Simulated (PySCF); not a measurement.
C4H7FO, SMILES COC1(F)CC1.

Geometry optimised at PBE-D3(BJ)/def2-SVP. Other conformers were not sampled.

Level of theory: PBE-D3(BJ)/def2-SVP in PySCF.

No scaling factor is applied to the harmonic values.

| mode | ν (cm⁻¹) | IR (km/mol) | moving atoms (share of kinetic energy) |
|---|---|---|---|
| 1 | 120 | 3.4 | H 44 %, C 33 %, F 12 %, O 11 % |
| 2 | 165 | 2.0 | H 78 %, C 11 % |
| 3 | 239 | 3.2 | C 52 %, H 36 % |
| 4 | 334 | 2.7 | C 33 %, H 30 %, F 27 %, O 9 % |
| 5 | 354 | 0.6 | H 33 %, C 25 %, O 21 %, F 21 % |
| 6 | 481 | 11.6 | O 35 %, C 29 %, F 27 %, H 9 % |
| 7 | 565 | 0.1 | C 63 %, H 25 % |
| 8 | 713 | 8.9 | F 31 %, C 29 %, O 27 %, H 14 % |
| 9 | 744 | 0.8 | H 98 % |
| 10 | 839 | 3.2 | H 76 %, C 22 % |
| 11 | 875 | 38.2 | H 50 %, C 24 %, F 15 %, O 10 % |
| 12 | 952 | 8.8 | H 47 %, C 43 % |
| 13 | 984 | 14.9 | C 52 %, H 46 % |
| 14 | 1000 | 40.4 | H 51 %, C 47 % |
| 15 | 1041 | 23.3 | C 74 %, H 25 % |
| 16 | 1075 | 77.1 | O 47 %, C 41 %, H 12 % |
| 17 | 1130 | 0.3 | H 79 %, C 21 % |
| 18 | 1132 | 2.0 | H 75 %, C 19 % |
| 19 | 1171 | 11.3 | H 61 %, C 29 %, O 8 % |
| 20 | 1229 | 137.2 | C 61 %, H 26 %, O 9 % |
| 21 | 1315 | 93.3 | H 60 %, C 34 % |
| 22 | 1357 | 3.7 | H 91 %, C 9 % |
| 23 | 1402 | 14.4 | H 92 % |
| 24 | 1410 | 2.7 | H 86 %, C 13 % |
| 25 | 1432 | 17.0 | H 96 % |
| 26 | 1465 | 112.0 | C 64 %, H 32 % |
| 27 | 2936 | 44.3 | H 97 % |
| 28 | 3020 | 30.7 | H 91 %, C 9 % |
| 29 | 3067 | 3.7 | H 95 % |
| 30 | 3074 | 2.1 | H 95 % |
| 31 | 3087 | 14.2 | H 91 %, C 9 % |
| 32 | 3167 | 0.8 | H 89 %, C 11 % |
| 33 | 3180 | 1.4 | H 89 %, C 11 % |
